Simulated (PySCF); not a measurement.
**[Yb(H2O)3]2+ relaxed at several levels**

Computed with PySCF 2.14.0, def2-SVP on the ligands, density fitting, scalar-relativistic core potentials, no spin-orbit coupling, vacuum. Each row is relaxed at its own level from the same template. Distances are means of the shortest metal–ligand contacts, charges and spins Mulliken's; removal energies are rigid, with the ligand's formal charge and no counterpoise, so too large; for an anion taken off a cation in vacuum most of it is the attraction of opposite charges, and multiply charged cations can part far more cheaply with an electron moved from ligand to metal. lcecp potentials hold a fixed number of 4f electrons in the core, out of states, spins and gaps.

```json
{"level": "BP86", "basis on the metal": "lcecp-0-SVP with ECP60", "point group": "D3", "M–H2O (Å)": "2.407", "charge on M (e)": "1.30", "removal of one H2O (eV)": "2.10", "strongest infrared band, degenerate modes summed (cm⁻¹)": "518", "unstable modes (below −25 cm⁻¹)": "0 (lowest -18 cm⁻¹, within noise)"}
```

**Question.** What does the calculation give for PBE, lcecp-0-SVP with ECP60?

**Answer.** point group: D3, M–H2O (Å): 2.408, charge on M (e): 1.28, removal of one H2O (eV): 2.17, unstable modes (below −25 cm⁻¹): 2 (soft).
```xyz
10

Yb    0.0000    0.0000    0.0000
O     2.4079    0.0000    0.0000
H     3.0173    0.5921    0.4955
H     3.0173   -0.5922   -0.4955
O    -1.2039    2.0853    0.0000
H    -2.0214    2.3170    0.4955
H    -0.9958    2.9091   -0.4955
O    -1.2040   -2.0853    0.0000
H    -0.9959   -2.9091    0.4955
H    -2.0215   -2.3169   -0.4955
```

Members with unstable modes aren't minima as they stand: saddle points kept by symmetry or, where the modes are soft, flat surfaces and noise. Moved off a saddle point of the template and relaxed again: BP86, PBE. One start shape was tried for each, so a minimum needn't be the lowest isomer.
